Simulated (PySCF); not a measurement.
AlHO, SMILES [OH][Al] (connectivity only; charge and spin as stated), neutral, multiplicity 1.

The structure is a stationary point at B3LYP-D3(BJ)/def2-TZVPD.

All values below come from PBE/def2-TZVPD (PySCF).

- total energy: -318.12010 hartree
- point group: C∞v
- highest occupied level: -5.75 eV
- lowest empty level: -1.55 eV
- orbital gap: 4.21 eV
- dipole moment: 0.88 D
- quadrupole, principal values (traceless, Buckingham form, about the centre of nuclear charge): -0.64, -0.64, 1.28 D·Å
- mean static polarisability: 47.2 bohr³ (7.00 Å³)
- polarisability, principal values: 45.7, 45.7, 50.3 bohr³
